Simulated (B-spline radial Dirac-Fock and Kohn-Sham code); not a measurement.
# Relativistic shifts of the levels of Yb²⁰⁺

System: the Yb²⁰⁺ ion in the configuration [Kr] 4d10 4f4.

Both columns are ΔSCF binding energies of the configuration average from a B-spline atomic structure program: non-relativistic Hartree-Fock with a point nucleus, and Dirac-Fock with a finite nucleus and the Coulomb interaction alone, averaged over the two j levels with weights 2j+1.

```
shell  Hartree-Fock (eV)  Dirac-Fock (eV)  shift (eV)  shift (%)
   1s            57761.2          62189.2    +4427.97      +7.67
   2s             9942.6          11103.4    +1160.83     +11.68
   2p             9507.8           9888.4     +380.57      +4.00
   3s             2704.8           2987.8     +283.00     +10.46
   3p             2506.4           2610.7     +104.25      +4.16
   3d             2141.0           2125.6      -15.40      -0.72
   4s              956.3           1032.6      +76.28      +7.98
   4p              871.9            900.3      +28.33      +3.25
   4d              718.3            716.3       -1.98      -0.28
   4f              534.1            526.7       -7.40      -1.39
```

Relativity binds 1s, 2s, 2p, 3s, 3p, 4s, 4p more strongly, among those listed most of all 2s in relative terms, and 3d, 4d, 4f more weakly, because the contracted s and p shells screen the nucleus better.

Values without a named source are computed, but for edge energies of neutral atoms, which are taken from tables.
